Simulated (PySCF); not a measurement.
Mg(Et)(SiMe3), SMILES C[Si](C)(C)[Mg][CH2]C (C5H14MgSi) (GFN2-xTB optimised geometry):

```
21

Mg    -1.203    -0.669     0.000
C     -2.753     0.810     0.000
C     -1.873     2.010     0.358
H     -3.563     0.753     0.737
H     -3.236     1.022    -0.963
H     -1.066     2.133    -0.376
H     -1.415     1.874     1.346
H     -2.440     2.947     0.384
Si     1.336    -0.669     0.000
C      1.911     0.640     1.294
C      1.797     0.079    -1.718
C      2.519    -2.175     0.240
H      2.980     0.833     1.236
H      1.397     1.588     1.141
H      1.694     0.311     2.309
H      1.189     0.959    -1.930
H      1.621    -0.640    -2.517
H      2.841     0.380    -1.775
H      2.331    -2.947    -0.502
H      2.390    -2.625     1.221
H      3.563    -1.879     0.149
```

Calculation: PySCF with PBE0/def2-SVP.

What are the frontier orbital energies and the dipole moment?

HOMO-2 -8.03 eV, HOMO-1 -6.96 eV, HOMO -5.78 eV, LUMO -1.13 eV, LUMO+1 -0.57 eV; dipole moment 1.66 D.

On the same geometry PBE/def2-SVP (PySCF) gives HOMO-2 -6.74 eV, HOMO-1 -5.85 eV, HOMO -4.73 eV, LUMO -1.71 eV, LUMO+1 -1.19 eV; dipole moment 1.34 D.

Meta-Löwdin charges at PBE0/def2-SVP: Mg1 1.05, C2 -0.71, C3 -0.30, H4 0.08, H5 0.08, H6 0.08, H7 0.08, H8 0.10, Si9 0.19, C10 -0.53, C11 -0.53, C12 -0.53, H13 0.10, H14 0.11, H15 0.10, H16 0.10, H17 0.10, H18 0.10, H19 0.11, H20 0.11, H21 0.10.
